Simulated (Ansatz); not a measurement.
`C[O][Ga]([CH3])[F]`: the same geometry under several functionals.

```yaml
crystal:
  periodic: [false, false, false]
  atoms:
    - {symbol: C, position_ang: [0.005335, -0.116760, 1.965637]}
    - {symbol: O, position_ang: [0.528559, 0.895824, 1.145922]}
    - {symbol: Ga, position_ang: [0.453252, 0.855675, -0.624612]}
    - {symbol: C, position_ang: [-0.310735, -0.509743, -1.778236]}
    - {symbol: F, position_ang: [1.192029, 2.297072, -1.293828]}
    - {symbol: H, position_ang: [0.794211, -0.515237, 2.612488]}
    - {symbol: H, position_ang: [-0.423872, -0.959670, 1.406025]}
    - {symbol: H, position_ang: [-0.783513, 0.291000, 2.607035]}
    - {symbol: H, position_ang: [-1.334184, -0.235407, -2.040675]}
    - {symbol: H, position_ang: [0.271699, -0.579770, -2.696944]}
    - {symbol: H, position_ang: [-0.327281, -1.480085, -1.282211]}
basis:
  gaussian: {orbitals: def2-TZVPP}
hamiltonian: {xc: {name: BHLYP}, dispersion: d4}
output: {orbitals: {seedname: orbitals}}
```

```sh
$ ansatz run in.yaml --threads 2 --pin off --events-out ev --progress --plain --max-ram 22528MiB --backend cpu
```

Output, abridged:

```
Functional definition: BHLYP
1601 factors; their error is unknown
mean field evaluation 1: about -59305.4302 eV, gradient 7.0e1 eV
mean field evaluation 2: about -59302.5673 eV, gradient 8.5e1 eV
mean field evaluation 4: about -59314.1526 eV, gradient 2.6e0 eV
mean field evaluation 8: about -59314.1686 eV, gradient 5.0e-2 eV
mean field evaluation 16: about -59314.5847 eV, gradient 7.5e-5 eV
mean field -59314.58471759 eV, -2179.7707835020 hartree, gradient 7.5e-5 eV, S^2 0.000000; 0 other end points of the search recorded, 0 dependent functions left out
reference -59314.58491135 eV, -2179.7707906226 hartree; 33, 33 occupied and 223, 223 virtual orbitals, 1601 factors
Total energy: -59314.82845663 eV, -2179.7797407466 hartree
```

Hardware: 2 threads of an AMD EPYC 7R13 on a shared host. Wall time 6 s, peak host memory 0.77 GiB.

Changing it to `hamiltonian: {xc: hse06, dispersion: d4}` (abridged; 7.5 s):

```
Functional definition: HSE06
mean field evaluation 16: about -59303.9252 eV, gradient 1.7e-4 eV
mean field -59303.92520501 eV, -2179.3790536400 hartree, gradient 3.6e-5 eV, S^2 0.000000
Total energy: -59304.07841944 eV, -2179.3846841663 hartree
```

The same input with `hamiltonian: {xc: {name: wB97M-V}}` and forces (abridged; 19 s):

```
Functional definition: wB97M-V
mean field evaluation 16: about -59313.2629 eV, gradient 1.9e-4 eV
mean field -59313.26293704 eV, -2179.7222089626 hartree, gradient 4.8e-5 eV, S^2 0.000000
Total energy: -59313.26299053 eV, -2179.7222109284 hartree
Atom 0 force    -0.116866    -0.230579     0.243721 eV/Å
Atom 1 force     0.085729     0.166948    -0.116470 eV/Å
Atom 2 force    -0.048146    -0.081267    -0.030479 eV/Å
Atom 3 force    -0.008489    -0.019281    -0.013966 eV/Å
Atom 4 force     0.036316     0.069193    -0.032681 eV/Å
Atom 5 force    -0.077481     0.031825    -0.058091 eV/Å
Atom 6 force     0.035329     0.070234     0.030675 eV/Å
Atom 7 force     0.072931    -0.042187    -0.057893 eV/Å
Atom 8 force     0.080544    -0.030630     0.015091 eV/Å
Atom 9 force    -0.055035    -0.003713     0.072676 eV/Å
Atom 10 force    -0.004833     0.069457    -0.052585 eV/Å
Dipole moment:    -0.363410    -0.675429    -0.052828 e Å
```

Changing it to `hamiltonian: {xc: lda}` (abridged; 2.3 s):

```
Functional definition: SPW92
mean field evaluation 16: about -59183.7047 eV, gradient 3.1e-4 eV
mean field -59183.70474246 eV, -2174.9610331294 hartree, gradient 5.3e-5 eV, S^2 0.000000
Total energy: -59183.70478588 eV, -2174.9610347253 hartree
```

Changing it to `hamiltonian: {xc: {name: B97M-V}}` (abridged; 14 s):

```
Functional definition: B97M-V
mean field evaluation 16: about -59307.0074 eV, gradient 5.6e-4 eV
mean field -59307.00738295 eV, -2179.4923215900 hartree, gradient 2.5e-5 eV, S^2 0.000000
Total energy: -59307.00744895 eV, -2179.4923240154 hartree
```

With the line `hamiltonian: {xc: {name: LC-wPBE}}` (abridged; 4.8 s):

```
Functional definition: LC-wPBE
mean field evaluation 16: about -59307.9838 eV, gradient 1.0e-4 eV
mean field -59307.98378490 eV, -2179.5282036997 hartree, gradient 6.3e-5 eV, S^2 0.000000
Total energy: -59307.98378490 eV, -2179.5282037000 hartree
```

HSE06 is the plane-wave form, built on full-range PBE exchange.
